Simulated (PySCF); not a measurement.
# Shapes and spin states of H₂OsS

Method: PySCF, PBE0, basis Os def2-TZVP with ECP60, S def2-TZVP, H def2-TZVP (scalar-relativistic core potentials, no spin–orbit coupling, density fitting).

Relaxations began from a few typed shapes and spin states; open shells are unrestricted. The search is not exhaustive: other isomers or separated fragments can lie lower, and high-lying points may rest on an excited occupation.

```
                                                 spin  group                            bonds                             angles  imaginary modes (cm⁻¹)  ΔE (kJ/mol)  ΔE with ZPE (kJ/mol)
                                              triplet     Cs  Os–H 1.584 Å (×2), Os–S 2.054 Å    H–Os–H 91.5°, H–Os–S 99.0° (×2)                    none          0.0                   0.0
                   broken-symmetry Ms = 0 (⟨S²⟩ 1.01)     Cs  Os–H 1.584 Å (×2), Os–S 2.052 Å    H–Os–H 91.1°, H–Os–S 99.7° (×2)                    none         23.6                  22.9
                                              triplet    C2v  Os–H 1.630 Å (×2), Os–S 2.053 Å  H–Os–H 131.5°, H–Os–S 114.3° (×2)                    none         35.2                  32.5
singlet (closed shell, unstable to spin polarisation)     Cs  Os–H 1.595 Å (×2), Os–S 2.033 Å  H–Os–H 117.3°, H–Os–S 104.3° (×2)                    none         70.3                  69.4
singlet (closed shell, unstable to spin polarisation)    C2v  Os–H 1.621 Å (×2), Os–S 2.004 Å  H–Os–H 130.3°, H–Os–S 114.8° (×2)                    none         75.9                  73.0
                                              quintet     Cs  Os–H 1.645 Å (×2), Os–S 2.127 Å   H–Os–H 96.4°, H–Os–S 127.1° (×2)                    none        106.6                 100.1
                                              quintet    C2v  Os–H 1.650 Å (×2), Os–S 2.134 Å   H–Os–H 98.2°, H–Os–S 130.9° (×2)                 1 found        107.4                     –
                                              quintet     Cs  Os–H 1.680 Å (×2), Os–S 2.094 Å   H–Os–H 144.0°, H–Os–S 92.4° (×2)                     91i        138.4                     –
```

The lowest minimum found is the triplet Cs: Os–H 1.584 Å (×2), Os–S 2.054 Å; H–Os–H 91.5°, H–Os–S 99.0° (×2).

For the lowest minimum: other spin states or occupations of the open shell can lie lower. Spin–orbit coupling, left out here, can matter for elements this heavy.

The electron or spin density has lower symmetry than the nuclear frame for the broken-symmetry Ms = 0 (⟨S²⟩ 1.01) Cs at 23.6 kJ/mol.
